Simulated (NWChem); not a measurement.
SiNH2Cl3; SMILES N[Si](Cl)(Cl)Cl

```xyz
7

N     -0.2738     1.9446     0.0000
Si    -0.0314     0.2671     0.0000
Cl    -0.8926    -0.5078     1.6868
Cl    -0.8926    -0.5078    -1.6868
Cl     1.9353    -0.3395     0.0000
H     -0.1272     2.4868     0.8440
H     -0.1272     2.4868    -0.8440
```
Atoms are numbered in this order, from 1.

Level: PBE0/def2-SVP (NWChem), optimised geometry, unscaled harmonic frequencies. 

```tsv
frequency (cm⁻¹)	IR intensity (km/mol)
103	7.2
149	4.9
204	0.0
232	17.2
257	2.8
288	11.7
344	172.9
466	18.2
609	126.2
613	245.0
832	121.2
929	133.1
1525	72.2
3615	70.6
3722	66.6
```

```yaml
zero_point_energy: 19.8 kcal/mol
thermal correction to the enthalpy at 298.15 K (with zero-point energy): 25.0 kcal/mol
heat capacity Cv: 22.9 cal/(mol K)
entropy at 298.15 K and 1 atm (symmetry number 1): 85.9 cal/(mol K)
dipole_moment: 2.68 D
```

Rigid rotor and harmonic oscillator.
